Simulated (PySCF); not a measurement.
TDDFT excited states: C4H9BO2S

Species: C4H9BO2S.
SMILES: `COB(C(=S)C)OC`

Method used: PySCF, TDDFT CAM-B3LYP/def2-SVPD, vertical, gas phase, core orbitals frozen in the response. Isolated species at its PBE0-D3(BJ)/def2-SVP geometry (one conformer only). Torsions of this conformer, `[CH3:1][O:2][B:3]([O:4][CH3:5])[C:6]([CH3:7])=[S:8]`: C1–O2–B3–O4 180°, O2–B3–O4–C5 -3°, O2–B3–C6–C7 -137°.

```csv
state,E (eV),λ (nm),f,|μ| (D),"main configurations (H = HOMO, L = LUMO)"
S1,2.18,569.4,0.0002,0.15,H→L (99%)
S2,5.54,223.9,0.179,2.92,H-1→L (80%)
S3,5.64,219.9,0.017,0.88,"H-3→L (57%), H-6→L (20%)"
S4,5.87,211.1,0.015,0.82,H-2→L (85%)
S5,5.93,209.2,0.054,1.55,H→L+1 (75%)
S6,6.31,196.4,0.056,1.52,"H→L+3 (46%), H→L+4 (26%)"
```

The lowest singlet comes at 569 nm (210 kJ/mol) in the visible; it is dark (f under 0.0005); its leading configuration is HOMO→LUMO (99%). The most intense listed level is S2 at 5.54 eV (224 nm, f = 0.179), 3.36 eV above S1. S1 has the pattern of n→π* at C=S. Of the 6 states listed, 5 reach f = 0.01 and 1 stays under 0.0005. The oscillator strengths of these states sum to 0.321; summed over the whole spectrum of an exact calculation they would give the number of electrons, 70 (Thomas–Reiche–Kuhn). Orbital energies (eV): HOMO-3 -10.57, HOMO-2 -9.93, HOMO-1 -9.55, HOMO -7.58, LUMO -1.18, LUMO+1 0.86, LUMO+2 1.65. S1 lies in the visible range (380 to 750 nm), at 569 nm, dark in the vertical dipole picture (f under 0.0005); light of that wavelength is yellow-green, and its complementary colour is violet. The window holds the lowest 6 singlets.
